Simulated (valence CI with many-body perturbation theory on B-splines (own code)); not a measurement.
## Ce XVIII: M1 decay

Method: valence CI with perturbative core correlation (CI+MBPT): five valence electrons over a frozen Dirac-Fock core [Kr], radial functions for each j: 7 s, 7 p, 8 d, 6 f, 4 g, 1 h, with the one-electron correlation potential Σ1 (screened to all orders), the two-electron term Σ2, the three-electron term Σ3, Breit, model QED; selected single and double excitations, second order for the rest (own B-spline code, finite nucleus).

No measured spectrum was set against this ion. As an estimate, terms of the open shell hold to 2 to 4 % of their energy, and close levels can change places. Core correlation moves these levels by up to 13000 cm⁻¹, and in measured spectra 5 to 20 % of such shifts remained as error; rates that hang on mixing are uncertain with them. Among the levels kept, up to 280 cm⁻¹ of a level comes from second order outside the variational space, and about a tenth of that is noise between levels of different J, which matters for small intervals. Only levels of the ground parity were solved; by the run's estimate the other parity begins above the list, which can be wrong where configurations are misplaced.

Lines 51 to 100 of 120 in falling wavelength, among levels below 214680 cm⁻¹, chosen from the decays that carry over 1 % of a level's rate. Wavelengths and rates use the calculated energies, so an error of 2000 cm⁻¹ moves a line at 3049 Å by 6.1 % and its rate by three times that or more. S is in atomic units (e²a₀⁴ for E2 and M2, e²a₀⁶ for E3), for M1 in squared Bohr magnetons. Weak lines are less certain than strong ones. Lines between different terms over intervals too small for the method are left out, as are lines whose strength nearly cancels. Where a level lies close to another of its J and parity, the split of strength between their lines is uncertain.

Names give the largest LS component (configuration and term), which can be under half, so a name can repeat, a term be missing and a line seem to break the LS rules; names also repeat where a configuration has a term twice. Letters in brackets count levels of one name in rising energy.

```
λ vac (Å)           Upper           Lower  Type   A (s⁻¹)  S (a.u.)
     3063  4d5 4D_3/2 [b]  4d5 4D_3/2 [a]    M1  3.23e+01  1.38e-01
     3049      4d5 4F_5/2  4d5 2D_5/2 [a]    M1  3.29e+02  2.07e+00
     3027      4d5 2S_1/2      4d5 4F_3/2    M1  6.36e+01  1.31e-01
     2965  4d5 2G_9/2 [a]     4d5 4G_11/2    M1  1.18e+02  1.14e+00
     2897      4d5 2H_9/2      4d5 4D_7/2    M1  5.88e+01  5.30e-01
     2854  4d5 4G_5/2 [a]      4d5 6S_5/2    M1  4.21e+02  2.17e+00
     2777     4d5 2I_13/2     4d5 4G_11/2    M1  5.37e+01  5.97e-01
     2733      4d5 4F_3/2  4d5 4D_3/2 [a]    M1  6.56e+02  1.98e+00
     2720  4d5 2G_9/2 [a]      4d5 4G_7/2    M1  1.31e+02  9.76e-01
     2704      4d5 2S_1/2  4d5 4D_3/2 [b]    M1  8.94e+01  1.31e-01
     2673  4d5 2F_7/2 [b]  4d5 2F_7/2 [a]    M1  2.08e+01  1.18e-01
     2656  4d5 2F_5/2 [a]  4d5 4G_5/2 [b]    M1  7.03e+02  2.93e+00
     2618      4d5 4F_7/2  4d5 2G_9/2 [a]    M1  4.85e+02  2.58e+00
     2547      4d5 2S_1/2      4d5 4D_1/2    M1  1.57e+01  1.93e-02
     2535  4d5 2D_5/2 [a]  4d5 4G_5/2 [a]    M1  2.76e+02  1.00e+00
     2513  4d5 2F_5/2 [b]  4d5 2D_5/2 [a]    M1  3.55e+02  1.25e+00
     2486     4d5 2H_11/2     4d5 2I_13/2    M1  2.20e+02  1.50e+00
     2471  4d5 2D_3/2 [a]  4d5 2D_5/2 [a]    M1  1.82e+02  4.07e-01
     2424  4d5 2G_9/2 [b]  4d5 2G_9/2 [a]    M1  1.48e+01  7.79e-02
     2414  4d5 2F_5/2 [a]  4d5 4D_3/2 [a]    M1  8.06e+01  2.52e-01
     2352     4d5 2H_11/2  4d5 2G_9/2 [a]    M1  1.85e+02  1.07e+00
     2295      4d5 4F_7/2  4d5 2F_7/2 [a]    M1  2.39e+02  8.58e-01
     2292  4d5 2F_5/2 [a]      4d5 4G_7/2    M1  1.25e+02  3.34e-01
     2278  4d5 2F_5/2 [b]      4d5 4D_7/2    M1  3.58e+02  9.43e-01
     2235  4d5 2F_7/2 [b]  4d5 2D_5/2 [a]    M1  1.40e+02  4.62e-01
     2138  4d5 2F_7/2 [a]  4d5 4G_5/2 [a]    M1  2.64e+01  7.64e-02
     2099  4d5 2G_9/2 [b]     4d5 2I_11/2    M1  1.22e+02  4.19e-01
     2091      4d5 2H_9/2      4d5 4G_9/2    M1  5.89e+02  1.99e+00
     2047  4d5 2F_7/2 [b]      4d5 4D_7/2    M1  3.49e+02  8.86e-01
     2045     4d5 2H_11/2     4d5 2I_11/2    M1  9.52e+02  3.62e+00
     1983      4d5 4G_7/2      4d5 6S_5/2    M1  5.80e+01  1.34e-01
     1978  4d5 2G_7/2 [a]      4d5 4G_9/2    M1  1.29e+02  2.97e-01
     1966      4d5 4F_5/2  4d5 4G_5/2 [b]    M1  2.53e+02  4.27e-01
     1953  4d5 2G_7/2 [a]  4d5 4G_5/2 [b]    M1  7.99e+00  1.76e-02
     1945      4d5 2H_9/2     4d5 4G_11/2    M1  2.20e+02  5.99e-01
     1900  4d5 4D_3/2 [a]      4d5 6S_5/2    M1  7.71e+02  7.84e-01
     1884  4d5 2D_3/2 [a]      4d5 4P_1/2    M1  3.53e+01  3.50e-02
     1845      4d5 4F_3/2  4d5 4G_5/2 [a]    M1  5.03e+02  4.68e-01
     1836      4d5 2H_9/2      4d5 4G_7/2    M1  2.33e+02  5.35e-01
     1830      4d5 4F_5/2  4d5 4D_3/2 [a]    M1  4.75e+01  6.48e-02
     1818      4d5 4F_7/2      4d5 4D_7/2    M1  2.34e+02  4.16e-01
     1773  4d5 4G_5/2 [b]      4d5 6S_5/2    M1  2.33e+02  2.88e-01
     1759      4d5 4F_5/2      4d5 4G_7/2    M1  3.82e+02  4.62e-01
     1729  4d5 2F_5/2 [b]  4d5 4G_5/2 [b]    M1  5.18e+02  5.95e-01
     1722  4d5 2G_9/2 [b]      4d5 4D_7/2    M1  2.56e+02  4.85e-01
     1694  4d5 2F_5/2 [a]  4d5 4G_5/2 [a]    M1  4.95e+01  5.36e-02
     1656      4d5 2S_1/2      4d5 4P_1/2    M1  2.54e+02  8.54e-02
     1623  4d5 2F_5/2 [b]  4d5 4D_3/2 [a]    M1  8.94e+01  8.49e-02
     1609  4d5 2F_7/2 [b]      4d5 4G_9/2    M1  4.74e+02  5.85e-01
     1605  4d5 2D_3/2 [a]  4d5 4D_3/2 [a]    M1  8.58e+01  5.26e-02
```
